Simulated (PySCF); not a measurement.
## Working out the ionisation energy of O²⁺

O²⁺ [He] 2s2 2p2 (3P) → O³⁺ [He] 2s2 2p1 (2P). All numbers are calculated (PySCF 2.14, the non-relativistic Hamiltonian (point nucleus), in dyall-av3z (15s9p3d2f, 71 functions)). Frozen: 1s2; the 14 highest virtual orbitals dropped. Energies in hartree (1 hartree = 27.21139 eV):

```json
{"part": "UHF", "O²⁺ (lower)": "-73.106242", "O³⁺ (upper)": "-71.099266"}
{"part": "MP2 opposite-spin", "O²⁺ (lower)": "-0.065466", "O³⁺ (upper)": "-0.060842"}
{"part": "MP2 same-spin", "O²⁺ (lower)": "-0.013785", "O³⁺ (upper)": "-0.004140"}
```

What does Hartree-Fock give?

(-71.099266) − (-73.106242) = 2.006976 hartree = 54.613 eV.

What do MP2 and SCS-MP2 (6/5 opposite-spin, 1/3 same-spin) give?

The opposite-spin parts differ by 0.126 eV and the same-spin parts by 0.262 eV. MP2: 54.613 + (0.126) + (0.262) = 55.001 eV. SCS-MP2: 54.613 + 1.2 × (0.126) + (0.262)/3 = 54.852 eV.

A first-order spin-orbit estimate adds -0.005 eV to MP2 (valence), giving 54.996 eV against 54.936 eV (semi-empirical (NIST evaluation); NIST Atomic Spectra Database, ionization energies).

What remains against the reference includes basis incompleteness, the frozen core and correlation beyond second order.
